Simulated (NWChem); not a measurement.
Species: BeF$_{2}$ anion, doublet; SMILES of the neutral closed-shell parent [F][Be][F]

```xyz
3

Be     0.0000     0.0000     0.5261
F      1.3264     0.0000    -0.1169
F     -1.3264     0.0000    -0.1169
```
Atoms are numbered in this order, from 1.

Results from NWChem. Spin-unrestricted. In the optimisation the excess spin sits in a1 (C2v, its own frame). Sets without diffuse functions describe the anion's extra electron poorly. Structure relaxed at the B3LYP/def2-SVPD, spin-unrestricted level. This spin state was assumed; another may lie lower. No stability test was run on the SCF state. The highest occupied level is positive in some or all of these runs, so the extra electron may be held by the finite basis. Level SCAN/def2-SVP: energy and gradient on several grids; changes count from the extra-fine grid, which is no exact limit either.

```tsv
grid	size of the energy change (μHa)	largest change of a gradient component (μHa/bohr)
xcoarse	20000	2000
coarse	10000	900
medium	700	1000
fine	2000	400
xfine	< 10	< 30
```
